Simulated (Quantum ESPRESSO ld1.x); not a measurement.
This ld1.x (Quantum ESPRESSO 7.5) run is given with its output. Can the result be used, and if not, why?

```
 &input
    atom='Cs',
    iswitch=1,
    rel=1,
    lsd=1,
    dft='PZ',
    config='[Xe] 6s2',
    verbosity='high',
    prefix='ld1',
    max_out_wfc=37,
    file_charge='ld1.rho',
 /
```

```
     Program LD1 v.7.5 starts

     Message from routine scf:
     warning: convergence not achieved
     --------------------------- All-electron run ----------------------------

     scalar relativistic calculation

     atomic number is 55.00
     dft =PZ   lsd =1 sic =0 latt =0  beta=0.20 tr2=1.0E-14
     Exchange-correlation= PZ
                           (   1   1   0   0   0   0   0)
     mesh =2077 r(mesh) =  99.55068 a.u. xmin = -8.00 dx = 0.00800
     1 Ry =  13.60569312 eV, c = 137.03599908

     n l     nl                  e(Ry)          e(Ha)          e(eV)
     1 0     1S 1( 1.00)   -2628.204579370   -1314.102289685 -35758.5449714
     2 0     2S 1( 1.00)    -412.146690822    -206.073345411  -5607.5413970
     2 1     2P 1( 3.00)    -369.888575763    -184.944287881  -5032.5904515
     3 0     3S 1( 1.00)     -85.468261130     -42.734130565  -1162.8549327
     3 1     3P 1( 3.00)     -71.868070250     -35.934035125   -977.8149092
     4 0     4S 1( 1.00)     -15.922942920      -7.961471460   -216.6426750
     4 1     4P 1( 3.00)     -11.569150756      -5.784575378   -157.4063149
     3 2     3D 1( 5.00)     -51.850348777     -25.925174388   -705.4599338
     5 0     5S 1( 1.00)      -1.751140817      -0.875570408    -23.8254846
     5 1     5P 1( 3.00)      -0.775397357      -0.387698678    -10.5498185
     4 2     4D 1( 5.00)      -5.231303958      -2.615651979    -71.1755163
     6 0     6S 1( 1.00)       0.015849381       0.007924691      0.2156418
     1 0     1S 2( 1.00)   -2628.204579370   -1314.102289685 -35758.5449714
     2 0     2S 2( 1.00)    -412.146690822    -206.073345411  -5607.5413970
     2 1     2P 2( 3.00)    -369.888575763    -184.944287881  -5032.5904515
     3 0     3S 2( 1.00)     -85.468261130     -42.734130565  -1162.8549327
     3 1     3P 2( 3.00)     -71.868070250     -35.934035125   -977.8149092
     4 0     4S 2( 1.00)     -15.922942920      -7.961471460   -216.6426750
     4 1     4P 2( 3.00)     -11.569150756      -5.784575378   -157.4063149
     3 2     3D 2( 5.00)     -51.850348777     -25.925174388   -705.4599338
     5 0     5S 2( 1.00)      -1.751140817      -0.875570408    -23.8254846
     5 1     5P 2( 3.00)      -0.775397357      -0.387698678    -10.5498185
     4 2     4D 2( 5.00)      -5.231303958      -2.615651979    -71.1755163
     6 0     6S 2( 1.00)       0.015849381       0.007924691      0.2156418

     final scf error:  3.9E-01 reached in 201 iterations

     Etot =  -15525.084768 Ry,   -7762.542384 Ha, -211229.539062 eV
     Total magnetization:    0.00 Bohr mag.

     Ekin =   16427.358865 Ry,    8213.679432 Ha,  223505.603536 eV
     Encl =  -37645.008073 Ry,  -18822.504037 Ha, -512186.427460 eV
     Eh   =    6063.977281 Ry,    3031.988641 Ha,   82504.613995 eV
     Exc  =    -371.412841 Ry,    -185.706420 Ha,   -5053.329133 eV
```

Answer. No. The cycle did not converge: in the last iteration no bound solution was found for 6s down, 6s up (the eigenvalue is printed as zero or positive). The species is Cs- with 56 electrons. In a local or semilocal functional the extra electron of a negative ion sees its own charge, the potential lacks the -1/r tail, and the highest level tends to rise to zero. The printed total energy is meaningless.
